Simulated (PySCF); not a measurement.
Electronic structure of Nb (niobium, neutral) at the UHF level

Configuration: [Kr] 4d4 5s1, high-spin 6D determinant. All numbers are calculated (PySCF 2.14, a scalar-relativistic core potential, in cc-pVDZ-PP with ECP28MDF).

- Total energy: -56.147377 hartree
- One-electron energy: -96.1360 hartree
- Hartree (Coulomb) energy: 46.3783 hartree
- Exchange energy: -6.3897 hartree
- ⟨S²⟩: 8.7541
- ⟨L²⟩: 6.022
- Sum of ⟨r⟩: 22.69 bohr
- Sum of ⟨r²⟩: 54.11 bohr²
- Traceless quadrupole moment −½Σ⟨3z² − r²⟩ along its main axis: -1.44 e·bohr²
- Time after the integrals: 0.25 s of wall time on 1 thread of Neoverse-N1 (shared host)

```
shell  electrons  mean orbital energy (hartree)  spread (hartree)  rms radius, mean of both spins (bohr)
 4s α          1                       -2.73236                 0                                   1.25
 4s β          1                       -2.56635                 0                                   1.25
 4p α          3                       -1.68904           0.02533                                   1.41
 4p β          3                       -1.46799           0.04382                                   1.41
 4d α          4                       -0.28995           0.03971                                   2.35
 5s α          1                       -0.22921                 0                                   4.11
```

Energies and moments cover only the electrons outside the core potential.
